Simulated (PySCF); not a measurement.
W⁺ (tungsten, charge +1) across methods

[Xe] 4f14 5d3 6s2, high-spin 4F determinant (an excited configuration). Calculation: PySCF 2.14, in ANO-RCC-VTZP (8s7p5d3f2g1h, 104 functions); the spin-free X2C one-electron Hamiltonian (Gaussian nucleus).

| method | E (hartree) | mean ε 5d α (eV) | mean ε 6s α (eV) | mean ε 6s β (eV) | Σ⟨r²⟩ (bohr²) | ⟨S²⟩ |
| --- | --- | --- | --- | --- | --- | --- |
| UHF | -16137.34863 | -20.167 | -15.709 | -14.042 | 58.08 | 3.761 |
| LDA | -16132.24 | -14.640 | -13.864 | -12.799 | 57.14 | 3.752 |
| PBE0 | -16142.42 | -16.135 | -14.311 | -13.084 | 57.23 | 3.754 |
| r2SCAN | -16142.72 | -15.175 | -13.789 | -12.487 | 57.32 | 3.759 |

Question: Estimate the same row for PBE.

Answer: E (hartree) = -16142.67; mean ε 5d α (eV) = -14.579; mean ε 6s α (eV) = -13.605; mean ε 6s β (eV) = -12.431; Σ⟨r²⟩ (bohr²) = 57.27; ⟨S²⟩ = 3.753.

Spin-orbit coupling, absent here, splits the open shell strongly.
